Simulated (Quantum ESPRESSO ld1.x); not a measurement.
Task: All-electron atom: neutral potassium in [Ar] 4s1 (the NIST ground configuration). Method: Dirac Kohn-Sham, LDA (Slater exchange, Perdew-Zunger correlation), spin-unpolarised, spherical densities, point nucleus; computed with ld1.x of Quantum ESPRESSO 7.5.

Spin-orbit splittings of the eigenvalues, e(l+1/2) - e(l-1/2), with zeta = 2 splitting/(2l+1) and mean radii in bohr:

shell  occ.  splitting (eV)  zeta (eV)  <r> j=l-1/2  <r> j=l+1/2
2p        6               ?          ?       0.3495       0.3520
3p        6          0.2712     0.1808        1.432        1.441

Estimate the 2p splitting.

Result: 2.884 eV (zeta = 1.923 eV).
